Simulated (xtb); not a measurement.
C3H9O (SMILES CC[OH+]C), charge +1, singlet, at a GFN2-xTB geometry. Base run: GFN2-xTB in xtb.

Here is a job for xtb.
```
$ xtb mol.xyz --gfn 2 --chrg 1 --json

# file mol.xyz
13

O      0.05586026    -0.68329506     0.10783272
C     -0.01267142     0.78735284     0.04115579
C      1.38355249    -1.24026318    -0.03569941
C     -1.46605047     1.19333821    -0.02607106
H      0.46194579     1.14755225     0.95586541
H      0.54921487     1.13949274    -0.82841198
H      1.30407869    -2.32340103     0.04514691
H      1.83952611    -0.96559385    -0.98766160
H      1.99255470    -0.86591714     0.78630868
H     -1.93476522     0.85317512    -0.94730704
H     -2.01811662     0.80424113     0.82553218
H     -1.53452893     2.27727882    -0.00067742
H     -0.53577495    -1.04303488    -0.58776898
```

Each row names what was changed in the base input (with any setting that the change needs).

| change | ΔE vs base (mEh) | HOMO-LUMO gap (eV) | G_solv (kcal/mol) | SCF cycles |
|---|---|---|---|---|
| base | 0.000 | 9.02 | - | 9 |
| alpb = ether | -83.053 | 9.28 | -52.77 | 9 |
| acc = 1000 | 0.002 | 9.00 | - | 5 |
| etemp = 5000 | -0.002 | 9.02 | - | 9 |
| gbsa = acetonitrile | -95.190 | 9.33 | -60.58 | 9 |
| gbsa = methanol | -99.086 | 9.41 | -63.08 | 10 |
| etemp = 1000 | 0.000 | 9.02 | - | 9 |
| acc = 0.0001 | 0.000 | 9.02 | - | 16 |
| file = coord | 0.000 | 9.02 | - | 9 |
| alpb = acetone | -89.135 | 9.30 | -56.45 | 9 |
| acc = 30 | 0.000 | 9.02 | - | 7 |

ALPB and GBSA are two models with their own fitted parameters for each solvent, which aren't always the measured dielectric constant.
